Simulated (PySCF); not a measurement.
PySCF input (PW6B95/def2-TZVPD):

```python
from pyscf import gto, scf, dft

mol = gto.M(
    atom='''
    Ca    0.10792180    0.18638018    0.19141082
    F    -0.36809018    1.21905622   -1.46141425
    F     0.12826395   -1.63323440    1.03605687
    ''',
    basis='def2-tzvpd',
    charge=0,
    spin=0,
    verbose=4,
)

mf = dft.RKS(mol, xc='pw6b95').density_fit(auxbasis='def2-universal-jkfit')
mf.grids.level = 3
mf.conv_tol = 1e-9
mf.max_cycle = 100
mf.max_memory = 1500
mf.kernel()
if not mf.converged:
    mf = mf.newton()
    mf.kernel(mf.make_rdm1())
mf.analyze()
```

End of the output:

```
Extra cycle  E= -878.189067558058  delta_E= 7.81e-11  |g|= 2.8e-05  |ddm|= 1.81e-05
converged SCF energy = -878.189067558058
**** SCF Summaries ****
Total Energy =                        -878.189067558057559
Nuclear Repulsion Energy =             106.167984086717539
One-electron Energy =                -1421.955037000467200
Two-electron Energy =                  437.597985355692117
Two-electron Coulomb Energy =          495.556429648723338
DFT Exchange-Correlation Energy =      -57.958444293031221
HOMO-LUMO gap [eV] =                     7.234621955545220
**** MO energy ****
MO #1   energy= -145.838841371443  occ= 2
MO #2   energy= -24.7506681320801  occ= 2
MO #3   energy= -24.7506547091505  occ= 2
MO #4   energy= -15.5315720518449  occ= 2
MO #5   energy= -12.633636144702   occ= 2
MO #6   energy= -12.633407049517   occ= 2
MO #7   energy= -12.6308386570413  occ= 2
MO #8   energy= -1.81551074362068  occ= 2
MO #9   energy= -1.13887671681511  occ= 2
MO #10  energy= -1.10381740135421  occ= 2
MO #11  energy= -1.08530294107808  occ= 2
MO #12  energy= -1.06178895115948  occ= 2
MO #13  energy= -1.00859067614785  occ= 2
MO #14  energy= -0.370490276224255 occ= 2
MO #15  energy= -0.352944457486673 occ= 2
MO #16  energy= -0.351690160047568 occ= 2
MO #17  energy= -0.344724555621256 occ= 2
MO #18  energy= -0.344559488686595 occ= 2
MO #19  energy= -0.337004382208567 occ= 2
MO #20  energy= -0.0711369269371644 occ= 0
MO #21  energy= -0.00954440538091615 occ= 0
MO #22  energy= -0.00211858332680628 occ= 0
MO #23  energy= 0.0181006586465857 occ= 0
MO #24  energy= 0.0245026546703768 occ= 0
MO #25  energy= 0.0288543593828383 occ= 0
MO #26  energy= 0.0569043734807008 occ= 0
MO #27  energy= 0.0676348518146604 occ= 0
MO #28  energy= 0.070751900817425  occ= 0
MO #29  energy= 0.113410437646293  occ= 0
MO #30  energy= 0.126807503290849  occ= 0
MO #31  energy= 0.131057535536422  occ= 0
MO #32  energy= 0.132384747736816  occ= 0
MO #33  energy= 0.138811808888284  occ= 0
MO #34  energy= 0.164909746300777  occ= 0
MO #35  energy= 0.167355389794548  occ= 0
MO #36  energy= 0.17337339638896   occ= 0
MO #37  energy= 0.203402041593614  occ= 0
MO #38  energy= 0.214099476607103  occ= 0
MO #39  energy= 0.216257203192085  occ= 0
MO #40  energy= 0.217526047090642  occ= 0
MO #41  energy= 0.267757740726655  occ= 0
MO #42  energy= 0.268003991872814  occ= 0
MO #43  energy= 0.296126443881761  occ= 0
MO #44  energy= 0.378185128437377  occ= 0
MO #45  energy= 0.389105172801861  occ= 0
MO #46  energy= 0.518895221614474  occ= 0
MO #47  energy= 0.536244729654427  occ= 0
MO #48  energy= 0.553898490713526  occ= 0
MO #49  energy= 0.566232837773442  occ= 0
MO #50  energy= 0.636488850660779  occ= 0
MO #51  energy= 0.658296805490379  occ= 0
MO #52  energy= 0.678573258920805  occ= 0
MO #53  energy= 0.696538974940188  occ= 0
MO #54  energy= 0.698459477113788  occ= 0
MO #55  energy= 0.700826943131472  occ= 0
MO #56  energy= 0.790405714844516  occ= 0
MO #57  energy= 0.790516138298839  occ= 0
MO #58  energy= 0.802970637261194  occ= 0
MO #59  energy= 0.805108622707618  occ= 0
MO #60  energy= 0.923860017120323  occ= 0
MO #61  energy= 0.957810461123131  occ= 0
MO #62  energy= 0.965798792815758  occ= 0
MO #63  energy= 1.00737720953129   occ= 0
MO #64  energy= 1.15317097349587   occ= 0
MO #65  energy= 1.15664153753433   occ= 0
MO #66  energy= 1.37656744335048   occ= 0
MO #67  energy= 1.37958449561132   occ= 0
MO #68  energy= 1.42808309858776   occ= 0
MO #69  energy= 1.54272513102358   occ= 0
MO #70  energy= 1.61697599881356   occ= 0
MO #71  energy= 1.67244935695715   occ= 0
MO #72  energy= 1.85609978318966   occ= 0
MO #73  energy= 2.32633277181718   occ= 0
MO #74  energy= 2.33448391686701   occ= 0
MO #75  energy= 2.34248488615278   occ= 0
MO #76  energy= 2.3476563876477    occ= 0
MO #77  energy= 2.38921268670697   occ= 0
MO #78  energy= 2.39354799485446   occ= 0
MO #79  energy= 2.39480686014319   occ= 0
MO #80  energy= 2.411490227658     occ= 0
MO #81  energy= 2.54752831904356   occ= 0
MO #82  energy= 2.62424238271534   occ= 0
MO #83  energy= 3.41360067437435   occ= 0
MO #84  energy= 3.41634939325123   occ= 0
MO #85  energy= 3.42440855276648   occ= 0
MO #86  energy= 3.45230244734134   occ= 0
MO #87  energy= 3.63105976966118   occ= 0
MO #88  energy= 3.65383848683143   occ= 0
MO #89  energy= 4.12558786898843   occ= 0
MO #90  energy= 4.13349831756261   occ= 0
MO #91  energy= 6.96779415809498   occ= 0
MO #92  energy= 6.96797436742728   occ= 0
MO #93  energy= 6.96809490931373   occ= 0
MO #94  energy= 6.9692224098562    occ= 0
MO #95  energy= 6.97179580074978   occ= 0
MO #96  energy= 6.9770605716592    occ= 0
MO #97  energy= 6.97712835328928   occ= 0
MO #98  energy= 6.9773379381826    occ= 0
MO #99  energy= 6.97736623258785   occ= 0
MO #100 energy= 6.97840181408641   occ= 0
MO #101 energy= 6.98096462472391   occ= 0
MO #102 energy= 6.99145651392412   occ= 0
MO #103 energy= 7.05786453277139   occ= 0
MO #104 energy= 7.06353507013207   occ= 0
MO #105 energy= 8.53637057342892   occ= 0
MO #106 energy= 8.54141449864201   occ= 0
MO #107 energy= 8.54745096049252   occ= 0
MO #108 energy= 8.54973281071857   occ= 0
MO #109 energy= 8.58159635096544   occ= 0
MO #110 energy= 8.58400276041899   occ= 0
MO #111 energy= 8.58462215014848   occ= 0
MO #112 energy= 8.59540785718618   occ= 0
MO #113 energy= 8.64337680781635   occ= 0
MO #114 energy= 8.66998560881953   occ= 0
MO #115 energy= 57.036368697293    occ= 0
MO #116 energy= 57.0489195683158   occ= 0
 ** Mulliken pop on meta-lowdin orthogonal AOs  **
 ** Mulliken pop  **
pop of  0 Ca 1s           2.00000
pop of  0 Ca 2s           1.99986
pop of  0 Ca 3s           1.99945
pop of  0 Ca 4s           0.08402
pop of  0 Ca 5s           0.00112
pop of  0 Ca 6s           0.00041
pop of  0 Ca 2px          1.99998
pop of  0 Ca 2py          1.99998
pop of  0 Ca 2pz          1.99998
pop of  0 Ca 3px          1.99962
pop of  0 Ca 3py          1.99914
pop of  0 Ca 3pz          1.99923
pop of  0 Ca 4px          0.00332
pop of  0 Ca 4py          0.00206
pop of  0 Ca 4pz          0.00230
pop of  0 Ca 5px          0.00085
pop of  0 Ca 5py          0.00141
pop of  0 Ca 5pz          0.00127
pop of  0 Ca 6px          0.00017
pop of  0 Ca 6py          0.00011
pop of  0 Ca 6pz          0.00012
pop of  0 Ca 3dxy         0.01771
pop of  0 Ca 3dyz         0.03694
pop of  0 Ca 3dz^2        0.03018
pop of  0 Ca 3dxz         0.01606
pop of  0 Ca 3dx2-y2      0.02523
pop of  0 Ca 4dxy         0.00567
pop of  0 Ca 4dyz         0.00360
pop of  0 Ca 4dz^2        0.00599
pop of  0 Ca 4dxz         0.00412
pop of  0 Ca 4dx2-y2      0.00270
pop of  0 Ca 5dxy         0.00056
pop of  0 Ca 5dyz         0.00157
pop of  0 Ca 5dz^2        0.00133
pop of  0 Ca 5dxz         0.00060
pop of  0 Ca 5dx2-y2      0.00119
pop of  1 F 1s            1.99998
pop of  1 F 2s            1.96346
pop of  1 F 3s            0.00217
pop of  1 F 4s            0.00007
pop of  1 F 5s            0.00072
pop of  1 F 6s            0.00072
pop of  1 F 2px           1.95838
pop of  1 F 2py           1.95249
pop of  1 F 2pz           1.95076
pop of  1 F 3px           0.01264
pop of  1 F 3py           0.01081
pop of  1 F 3pz           0.00780
pop of  1 F 4px           0.00013
pop of  1 F 4py           0.00041
pop of  1 F 4pz           0.00085
pop of  1 F 5px           0.00083
pop of  1 F 5py           0.00101
pop of  1 F 5pz           0.00125
pop of  1 F 3dxy          0.00045
pop of  1 F 3dyz          0.00112
pop of  1 F 3dz^2         0.00147
pop of  1 F 3dxz          0.00117
pop of  1 F 3dx2-y2       0.00046
pop of  1 F 4dxy          0.00042
pop of  1 F 4dyz          0.00065
pop of  1 F 4dz^2         0.00135
pop of  1 F 4dxz          0.00117
pop of  1 F 4dx2-y2       0.00044
pop of  1 F 5dxy          0.00029
pop of  1 F 5dyz          0.00037
pop of  1 F 5dz^2         0.00098
pop of  1 F 5dxz          0.00090
pop of  1 F 5dx2-y2       0.00033
pop of  1 F 4f-3          0.00000
pop of  1 F 4f-2          0.00001
pop of  1 F 4f-1          0.00001
pop of  1 F 4f+0          0.00001
pop of  1 F 4f+1          0.00001
pop of  1 F 4f+2          0.00001
pop of  1 F 4f+3          0.00000
pop of  2 F 1s            1.99998
pop of  2 F 2s            1.96346
pop of  2 F 3s            0.00217
pop of  2 F 4s            0.00007
pop of  2 F 5s            0.00072
pop of  2 F 6s            0.00072
pop of  2 F 2px           1.95880
pop of  2 F 2py           1.94830
pop of  2 F 2pz           1.95452
pop of  2 F 3px           0.01306
pop of  2 F 3py           0.00669
pop of  2 F 3pz           0.01151
pop of  2 F 4px           0.00007
pop of  2 F 4py           0.00101
pop of  2 F 4pz           0.00030
pop of  2 F 5px           0.00080
pop of  2 F 5py           0.00135
pop of  2 F 5pz           0.00095
pop of  2 F 3dxy          0.00141
pop of  2 F 3dyz          0.00131
pop of  2 F 3dz^2         0.00075
pop of  2 F 3dxz          0.00025
pop of  2 F 3dx2-y2       0.00096
pop of  2 F 4dxy          0.00152
pop of  2 F 4dyz          0.00097
pop of  2 F 4dz^2         0.00073
pop of  2 F 4dxz          0.00025
pop of  2 F 4dx2-y2       0.00056
pop of  2 F 5dxy          0.00119
pop of  2 F 5dyz          0.00065
pop of  2 F 5dz^2         0.00053
pop of  2 F 5dxz          0.00018
pop of  2 F 5dx2-y2       0.00032
pop of  2 F 4f-3          0.00001
pop of  2 F 4f-2          0.00000
pop of  2 F 4f-1          0.00001
pop of  2 F 4f+0          0.00000
pop of  2 F 4f+1          0.00000
pop of  2 F 4f+2          0.00001
pop of  2 F 4f+3          0.00001
 ** Mulliken atomic charges  **
charge of    0Ca =      1.75217
charge of    1F =     -0.87609
charge of    2F =     -0.87608
Dipole moment(X, Y, Z, Debye):  1.60142,  2.76561,  2.84032
```
